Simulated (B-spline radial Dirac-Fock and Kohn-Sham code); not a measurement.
## Energy-loss ionisation edge M1 (3s) of Mo

System: the Mo atom, [Kr] 4d5 5s1. The computed values come from a B-spline atomic structure program: the first Born approximation with generalised oscillator strengths from a Dirac-Hartree-Slater potential (longitudinal and transverse terms; continuum final states only, so no white lines or fine structure). The edge is taken at 506.3 eV (tabulated value).

The run's input, task.json:

```json
{"items": [{
  "Z": 42,
  "q": 0,
  "cfg": [[1, 0, 2], [2, 0, 2], [2, 1, 6], [3, 0, 2], [3, 1, 6], [3, 2, 10], [4, 0, 2], [4, 1, 6], [4, 2, 5], [5, 0, 1]],
  "A": 98,
  "rrms": 4.4091,
  "do": "eels",
  "beams": [[60, 5], [60, 10], [60, 20], [80, 5], [80, 10], [100, 5], [120, 10], [120, 20], [120, 100], [200, 5], [200, 50], [200, 100], [300, 10], [300, 20]],
  "edges": {"M1": 506.3}
}]}
```

Launch: `python xray2_run.py task.json out`

Edge shape dσ/dE in barn per eV:

```csv
E − edge (eV),"120 kV, 10 mrad","120 kV, 100 mrad","200 kV, 50 mrad"
1,5.93,11.6,8.65
3,5.91,11.6,8.64
6,5.82,11.5,8.55
10,5.65,11.3,8.41
15,5.45,11.2,8.28
20,5.27,11.2,8.24
30,4.98,11.3,8.28
40,4.76,11.4,8.28
50,4.57,11.4,8.23
65,4.28,11.2,8.01
80,3.99,10.8,7.71
100,3.62,10.3,7.27
125,3.23,9.59,6.74
150,2.89,8.95,6.23
200,2.32,7.75,5.30
250,1.88,6.70,4.50
300,1.54,5.81,3.82
```

For the first setting the maximum lies 1 eV above the edge. The intensity 300 eV above the edge is 26 % of the maximum.
